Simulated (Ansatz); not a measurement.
Two structures of BNH4OF2, closed shell, reached by relaxing down either side of one saddle point (PBE0-D4/def2-TZVP). Energies are electronic, without zero-point energy. Program: Ansatz 0.2.0. Basis: def2-TZVPP and def2-QZVPP. Cores are frozen in the correlated methods. Extrapolation: Hartree–Fock as exp(−7.88 √X), correlation as X^−2.97. First:

B1  (-0.322, -0.057, -0.537)
O2  (0.689, 0.740, -1.118)
F3  (-0.390, -1.372, -0.964)
F4  (-1.582, 0.509, -0.455)
H5  (0.241, 0.769, 1.437)
N6  (0.183, -0.162, 1.038)
H7  (0.545, 0.883, -2.054)
H8  (1.102, -0.591, 1.070)
H9  (-0.467, -0.720, 1.582)
(Å)

Second:

B1  (-0.630, -0.560, -0.018)
O2  (1.093, 1.424, -0.817)
F3  (-0.152, -1.211, -1.081)
F4  (-1.572, 0.360, -0.241)
H5  (0.330, 1.962, -1.047)
N6  (-0.252, -0.909, 1.274)
H7  (1.279, 0.908, -1.605)
H8  (0.480, -1.571, 1.455)
H9  (-0.576, -0.404, 2.079)
(Å)

Question: Which bonds change from the first to the second?

Answer: BHOF₂ ([OH][B]([F])[F]) + NH₃ → BNH₂F₂ ([NH2][B]([F])[F]) + H₂O; bonds formed: O2–H5; dative contacts that become bonds: B1–N6; bonds broken: B1–O2, H5–N6.

Question: Give the saddle point's structure and its height above each. (To be estimated.)

Answer: By the calculation: 131.5 kJ/mol above the first and 70.5 kJ/mol above the second (CCSD(T) at an estimated basis limit (MP2 extrapolated from triple and quadruple zeta, plus CCSD(T) − MP2 in triple zeta)).
```csv
atom,x (Å),y (Å),z (Å)
B1,-0.3253,-0.3817,-0.4553
O2,0.7188,0.7458,-0.9130
F3,-0.0012,-1.5655,-1.0202
F4,-1.5894,0.0710,-0.7003
H5,0.7638,0.7157,0.2504
N6,0.1153,-0.2104,1.0295
H7,0.2817,1.5174,-1.2871
H8,0.6456,-0.9735,1.4263
H9,-0.6093,0.0810,1.6699
```

The T1 diagnostic stays at or below 0.011.

Labels in which every atom is bracketed show which atoms are joined, not bond orders.

For scale, one of the runs: CCSD(T)/def2-TZVPP, 211 basis functions, launched by `ansatz run in.yaml --threads 4 --pin off --events-out ev --progress --plain --max-ram 9574MiB`. The run took 2 min on 4 CPU threads of an Intel Xeon (shared host), with 3.4 GiB of host memory at its peak.
